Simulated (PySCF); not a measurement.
# Molecular orbitals of BeGa⁺

r²SCAN at R = 2.811 Å; PySCF, no relativity, basis sets Be pcseg-2, Ga pcseg-2. State: ¹Σ⁺ (singlet), closed shell. Only the outer orbitals are listed, counted within each symmetry.

```tsv
orbital	occ.	ε (eV)	on Be (%)	main shells (%)
1δ	2	-26.77	0	100 Ga d
1δ	2	-26.77	0	100 Ga d
3π	2	-26.68	0	100 Ga d
3π	2	-26.68	0	100 Ga d
7σ	2	-26.65	0	100 Ga d
8σ	2	-15.23	5	93 Ga s
9σ	2	-11.21	72	72 Be s, 18 Ga p, 9 Ga s
10σ	0	-8.29	57	43 Ga p, 38 Be p, 18 Be s
4π	0	-8.13	24	75 Ga p, 24 Be p
4π	0	-8.13	24	75 Ga p, 24 Be p
```

Problem. Which are the highest filled and the lowest empty level, where do they sit, and how wide is the gap?

Solution. Highest filled 9σ at -11.21 eV (in %: 72 Be s, 18 Ga p, 9 Ga s); lowest empty 10σ at -8.29 eV (in %: 43 Ga p, 38 Be p, 18 Be s); the gap at r²SCAN is 2.92 eV.

```json
{"bond order (Mayer)": "0.65", "⟨S²⟩": "0.000", "charge on Be (Mulliken, basis-dependent)": "0.45", "charge on Be (Löwdin, basis-dependent)": "0.39", "dipole moment (positive dipole points towards Ga; it is taken about the centre of mass and depends on that origin)": "-4.20 D"}
```

Closed-shell solutions of metal pairs were not tested for spin polarisation, which can lower them a little.
